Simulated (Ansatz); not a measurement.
Geometry optimisation, RHF/def2-SVP (Ansatz).

Input:

```yaml
crystal:
  periodic: [false, false, false]
  atoms:
    - { symbol: W, position_ang: [0.0, 0.0, 0.0] }
    - { symbol: O, position_ang: [0.0, 0.0, 2.29] }
    - { symbol: H, position_ang: [-0.9095, -0.2814, 2.6271] }
    - { symbol: H, position_ang: [1.72, 0.0, 0.0] }
    - { symbol: F, position_ang: [0.0, 1.85, 0.0] }
    - { symbol: O, position_ang: [-1.94, 0.0, 0.0] }
    - { symbol: H, position_ang: [-2.2771, -0.1263, 0.9437] }
    - { symbol: F, position_ang: [0.0, -1.85, 0.0] }
    - { symbol: O, position_ang: [0.0, 0.0, -1.94] }
    - { symbol: H, position_ang: [0.5278, 0.7924, -2.2771] }
    - { symbol: P, position_ang: [1.8007, 1.8758, 0.864] }
    - { symbol: H, position_ang: [2.8278, 1.2389, 1.6094] }
    - { symbol: H, position_ang: [2.3703, 2.5373, -0.256] }
    - { symbol: H, position_ang: [0.9158, 0.954, 2.0769] }
basis:
  gaussian: { orbitals: def2-SVP }
hamiltonian:
  xc: hf
relax:
  f_tol: 0.15
  max_steps: 25
  restrain:
    - { distance: [0, 10], at: 3.64, k: 30.0 }
    - { distance: [13, 1], at: 2.21, k: 30.0 }
    - { distance: [0, 1], at: 1.94, k: 30.0 }
    - { distance: [13, 10], at: 1.42, k: 30.0 }
```

Command:

```bash
$ ansatz run input.yaml --threads 4 --pin off --max-ram 5120MiB --backend cpu --events-out ev --progress --plain --runs-dir out
```

Q: Where does it end, and by what steps?

A: The run converged. The restraints hold the end off the free minimum; the threshold counts their pulls, which the force column leaves out. Restrained pairs: W1–P11 (2.74 → 3.66 Å), O2–H14 (1.34 → 2.22 Å), W1–O2 (2.29 → 1.91 Å), P11–H14 (1.76 → 1.41 Å). After 19 steps the energy has fallen by 7.172 eV (the restraints' own energy left out); H7 moved furthest, 1.36 Å.

```tsv
step	energy less start (eV)	largest force component (eV/Å)	accepted
0	0.0000	4.384	yes
1	-0.5122	3.965	yes
2	-1.6694	4.276	yes
3	-3.5545	3.919	yes
4	-5.3441	1.845	yes
5	-6.1126	1.410	yes
6	-6.4563	1.927	yes
7	-6.4797	1.573	yes
8	-6.6024	0.838	yes
9	-6.6434	1.063	yes
10	-6.7738	0.928	yes
11	-6.8785	0.767	yes
12	-6.9339	1.246	yes
13	-6.9753	1.396	yes
14	-7.0873	0.692	yes
15	-7.1228	0.697	yes
16	-7.1562	0.706	yes
17	-7.1637	0.779	yes
18	-7.1679	0.827	yes
19	-7.1724	0.768	yes
```

```xyz
14
Properties=species:S:1:pos:R:3
W -0.357 -0.035 0.106
O -0.181 0.150 2.003
H -0.762 0.759 2.446
H 1.102 -0.723 0.507
F -0.603 1.839 0.201
O -2.185 -0.395 0.187
H -2.571 -1.262 0.248
F -0.394 -1.859 -0.435
O 0.294 0.390 -1.569
H 0.599 1.197 -1.960
P 2.357 2.257 1.002
H 3.655 1.926 1.453
H 2.411 1.384 -0.107
H 1.672 1.363 1.858
```

Run time: 48 s on 4 threads of Arm Neoverse V2 (shared host), peak memory 0.48 GiB.
